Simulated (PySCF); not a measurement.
Cl2H3OSiTi, SMILES [Cl][Ti+]([Cl])[O][SiH3], charge +1, multiplicity 1. Atoms are numbered in the order given.

```xyz
8

Ti    -0.5309    -0.5491     0.0000
Cl    -1.3532     0.3139     1.7559
Cl    -1.3532     0.3139    -1.7559
O      1.1318    -0.3501     0.0000
Si     2.8019     0.2278     0.0000
H      2.9058     1.0216    -1.2461
H      3.5957    -1.0225     0.0000
H      2.9058     1.0216     1.2461
```
Charge +1, spin multiplicity 1.

Geometry optimised at PBE0-D3(BJ)/def2-SVP. The spin state was assumed, not searched. The isomer is the one that the SMILES or the coordinates give; other isomers of the formula were not compared. One conformer was computed; it need not be the lowest.

Method: PySCF with HF/def2-TZVP.

```json
{
  "total_energy": "-2132.94242 hartree",
  "point_group": "Cs",
  "highest_occupied_level": "-17.26 eV",
  "lowest_empty_level": "-5.65 eV",
  "orbital_gap": "11.61 eV",
  "dipole_moment_about_the_centre_of_nuclear_charge": "4.03 D",
  "mean_static_polarisability": "73.6 bohr³ (10.90 Å³)",
  "polarisability_principal_values": "53.5, 83.0, 84.2 bohr³"
}
```
